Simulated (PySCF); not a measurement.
Multinuclear NMR of C8H14O

Bonds (- single, = double, # triple, : aromatic): C1-O2, O2-C3, C3-C4, C4=C5, C5-C6, C6-C7, C7-C8, C7-C9, C9-C5. C1 carries H10, H11, H12; C3 carries H13, H14; C4 carries H15; C6 carries H16, H17; C7 carries H18; C8 carries H19, H20, H21; C9 carries H22, H23. H16, H23 are cis to C8 on the ring; H17, H22 are trans to C8 on the ring.

One computed conformer, equivalent nuclei averaged, relativity neglected, isolated molecule. NMR shieldings at PBE0/pcSseg-1/GIAO; geometry from GFN2-xTB; PySCF 2.14.0 with density-fitted response routines.

Where does 17O resonate?

Results:


```csv
atoms,environment,σ (ppm),δ (ppm)
O2,ether oxygen,309.4,-15.2
```

Shieldings were converted by a linear fit to measured shifts: 17O: δ = 266.70 − 0.911σ (rms 10.7 ppm, 155 shifts, 12.2 ppm with the 3 outliers that the fit left out vs liquid water, solution or neat liquid). A few per cent of atoms miss by over 2 rms, more outside the fitted compound classes.

On a 600 MHz spectrometer 17O resonates near 81.3 MHz, so 1 ppm is 81.3 Hz.
